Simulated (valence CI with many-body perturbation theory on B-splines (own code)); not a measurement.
**Missing levels of Tl⁵⁰⁺**

Computed by relativistic CI+MBPT: three valence electrons over a frozen Dirac-Fock core [Ar] 3d10, radial functions for each j: 11 s, 11 p, 10 d, 8 f, 5 g, 2 h, with the one-electron correlation potential Σ1 (screened to all orders), the two-electron term Σ2, the three-electron term Σ3, Breit, model QED; selected single and double excitations, second order for the rest, scaled by the run's own slope (own B-spline code, finite nucleus).

The last digits are not significant, and no measured levels were compared; by estimate large intervals hold to a few tenths of a per cent, small ones and those within an open d or f shell to about a per cent.

```tsv
Level	E (Ry)
(4s^2 4p1/2) J=1/2	0.000
(4s 4p1/2^2) J=1/2	8.478
(4s^2 4p3/2) J=3/2	11.699
(4s 4p1/2 4p3/2) J=3/2 [a]	?
(4s 4p1/2 4p3/2) J=5/2	19.748
(4s 4p1/2 4p3/2) J=3/2 [b]	20.741
(4s 4p1/2 4p3/2) J=1/2	20.916
(4s^2 4d3/2) J=3/2	25.410
(4s^2 4d5/2) J=5/2	?
(4p1/2^2 4p3/2) J=3/2	29.197
(4s 4p3/2^2) J=5/2	?
(4s 4p1/2 4d3/2) J=3/2 [a]	32.083
(4s 4p3/2^2) J=1/2	?
(4s 4p1/2 4d3/2) J=5/2	32.723
(4s 4p3/2^2) J=3/2	32.883
(4s 4p1/2 4d3/2) J=1/2	?
(4s 4p1/2 4d3/2) J=3/2 [b]	33.949
(4s 4p1/2 4d5/2) J=5/2 [a]	35.228
(4s 4p1/2 4d5/2) J=7/2	?
(4s 4p1/2 4d5/2) J=5/2 [b]	36.207
```

Levels are named by their leading jj configuration (3d3/2^4 stands for four electrons in 3d with j = 3/2), which in mixed levels can hold well under half, so a name can repeat and another be missing. Letters in brackets count levels of one name in rising energy.

Problem. The levels stand in rising order. What does the calculation give for the missing energies?

Solution. (4s 4p1/2 4p3/2) J=3/2 [a] 19.030; (4s^2 4d5/2) J=5/2 27.693; (4s 4p3/2^2) J=5/2 31.271; (4s 4p3/2^2) J=1/2 32.601; (4s 4p1/2 4d3/2) J=1/2 33.811; (4s 4p1/2 4d5/2) J=7/2 35.712.
